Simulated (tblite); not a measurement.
Parent: `[CH2:1]=[C:2]1[C:3](=[CH2:4])[C:5]([CH:6]=[O:7])=[C:8]1[SiH3:9]` with C3–C5–C6–O7 180°, C7H8OSi.

Computed geometry: GFN2-xTB, gas phase. One conformer each, not checked by frequencies here.

| coordinate of the parent | value |
| --- | --- |
| C1=C2 | 1.324 Å |
| C2–C3 | 1.494 Å |
| C3=C4 | 1.322 Å |
| C3–C5 | 1.476 Å |
| C5–C6 | 1.437 Å |
| C6=O7 | 1.213 Å |
| C5=C8 | 1.377 Å |
| C8–Si9 | 1.874 Å |
| C2–C8 | 1.475 Å |
| C1–C2–C3 | 136.3° |
| C1–C2–C8 | 135.1° |
| C3–C2–C8 | 88.6° |
| C2–C3–C4 | 136.0° |
| C2–C3–C5 | 86.8° |
| C4–C3–C5 | 137.2° |
| C3–C5–C6 | 138.4° |
| C3–C5–C8 | 93.2° |
| C6–C5–C8 | 128.4° |
| C5–C6–O7 | 122.4° |
| C5–C8–Si9 | 128.9° |
| C2–C8–C5 | 91.3° |
| C2–C8–Si9 | 139.8° |

Problem. How does the shared frame change in `[CH2:1]=[C:2]1[CH:3]=[C:4]([CH:5]=[O:6])[C:7]1=[CH2:8]` with C3–C4–C5–O6 0°, C7H6O? Atoms pair as C1 = C1, C2 = C2, C3 = C7, C4 = C8, C5 = C4, C6 = C5, O7 = O6, C8 = C3 (parent first).

Solution. 
```tsv
parent	relative	value in the relative	change
C1=C2	C1=C2	1.325 Å	+0.001
C2–C3	C2–C7	1.496 Å	+0.002
C3=C4	C7=C8	1.320 Å	-0.002
C3–C5	C7–C4	1.483 Å	+0.007
C5–C6	C4–C5	1.447 Å	+0.010
C6=O7	C5=O6	1.208 Å	-0.005
C5=C8	C4=C3	1.368 Å	-0.009
C2–C8	C2–C3	1.464 Å	-0.011
C1–C2–C3	C1–C2–C7	136.1°	-0.2
C1–C2–C8	C1–C2–C3	135.9°	+0.8
C3–C2–C8	C7–C2–C3	88.0°	-0.6
C2–C3–C4	C2–C7–C8	136.0°	0.0
C2–C3–C5	C2–C7–C4	87.1°	+0.3
C4–C3–C5	C8–C7–C4	136.9°	-0.3
C3–C5–C6	C7–C4–C5	133.3°	-5.1
C3–C5–C8	C7–C4–C3	92.2°	-1.0
C6–C5–C8	C5–C4–C3	134.5°	+6.1
C5–C6–O7	C4–C5–O6	125.2°	+2.8
C2–C8–C5	C2–C3–C4	92.8°	+1.5
```

Of the parent's bonds, C5–C6 and C2–C8 change most and about equally (-0.011 to +0.010 Å). Point group Cs → Cs.
